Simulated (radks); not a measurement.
Task: Neutral palladium: order these configurations by energy. Calculated with a radial shooting solver on a logarithmic mesh with Libxc functionals: Dirac Kohn-Sham, PBE, spin-unpolarised, spherical densities, finite nucleus; Fermi nuclear charge, rms radius of each element as measured or else 0.836 A^(1/3) + 0.57 fm. Sub-shells are occupied by j as written (lower j first in brackets). [Kr] 4d(3/2: 3, 5/2: 6) 5p(1/2: 1, 3/2: 0); [Kr] 4d(3/2: 3, 5/2: 6) 5s1; [Kr] 4d(3/2: 4, 5/2: 5) 5p(1/2: 1, 3/2: 0); [Kr] 4d(3/2: 4, 5/2: 5) 5s1; [Kr] 4d10.

Result: From the lowest, in eV above it: [Kr] 4d10 0.000; [Kr] 4d(3/2: 4, 5/2: 5) 5s1 1.316; [Kr] 4d(3/2: 3, 5/2: 6) 5s1 1.786; [Kr] 4d(3/2: 4, 5/2: 5) 5p(1/2: 1, 3/2: 0) 4.956; [Kr] 4d(3/2: 3, 5/2: 6) 5p(1/2: 1, 3/2: 0) 5.431.
